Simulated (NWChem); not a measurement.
# Basis-set convergence for H6N2Si

```xyz
9

Si     0.0000     0.0000     0.5082
N      0.0539    -1.4018    -0.5201
N     -0.0539     1.4018    -0.5201
H     -1.2023     0.1950     1.4064
H      1.2023    -0.1950     1.4064
H     -0.7153    -1.5948    -1.1660
H      0.4567    -2.2687    -0.1575
H     -0.4567     2.2687    -0.1575
H      0.7153     1.5948    -1.1660
```
Charge 0, spin multiplicity 1.

All runs are NWChem calculations. Structure: optimised with PBE/def2-SVP, a minimum by its harmonic frequencies. It is one conformer; others weren't searched.

Quantity: LUMO energy at the level PBE.

The Pople sets run with spherical d functions. The structure started from a generated list of species.

Task: In pcseg-2 the value is -0.23 eV. Among STO-3G, 3-21G, 6-31G*, 6-31+G*, pcseg-1, cc-pVDZ, def2-SVPD, 6-311++G**, def2-TZVP, which is the smallest basis within 0.1 eV of it?

Result: def2-SVPD, with 112 functions against 178 and about 30 % of the time. pcseg-2 isn't the basis-set limit itself, and a small set can land close by cancellation.

```csv
basis,functions,LUMO energy (eV)
STO-3G,25,6.70
3-21G,43,1.24
6-31G*,58,0.74
6-31+G*,70,-0.52
pcseg-1,76,0.29
cc-pVDZ,76,0.78
def2-SVPD,112,-0.17
6-311++G**,116,-0.65
def2-TZVP,135,0.10
pcseg-2,178,-0.23
```
